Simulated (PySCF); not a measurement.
System: sum formula ReO2H2, net charge 0, quartet state. The spin state was set by rule; other spins were not relaxed. 
Coordinates optimised at B3LYP-D3(BJ)/def2-TZVP (Ansatz):
```xyz
5

Re     0.0246    -0.0045     0.0294
O      1.3628     0.1499    -1.2842
H      1.6081     0.9536    -1.7573
O     -1.5233    -0.2761     1.0641
H     -2.1674     0.3962     1.3148
```
Charge 0, spin multiplicity 4.

Dispersion corrections to the total energy (kcal/mol) from the dftd3 and dftd4 libraries through PySCF: D3(BJ) without and D4 with the three-body term, each with the damping fitted for the functional named.

```json
[
 {"functional": "B2GP-PLYP", "D3(BJ)": "(withheld)", "D4": "-0.69"},
 {"functional": "BHLYP", "D3(BJ)": "-2.67", "D4": "-2.40"},
 {"functional": "TPSSh", "D3(BJ)": "-1.84", "D4": "(withheld)"},
 {"functional": "PBE", "D3(BJ)": "-1.52", "D4": "-1.65"},
 {"functional": "PBE0", "D3(BJ)": "-1.38", "D4": "-1.39"},
 {"functional": "revPBE", "D3(BJ)": "-3.66", "D4": "-4.44"},
 {"functional": "HSE06", "D3(BJ)": "-1.15", "D4": "(withheld)"}
]
```

Q: What belongs in the gaps?

A: 
- B2GP-PLYP, D3(BJ): -1.82
- TPSSh, D4: -1.97
- HSE06, D4: -1.31
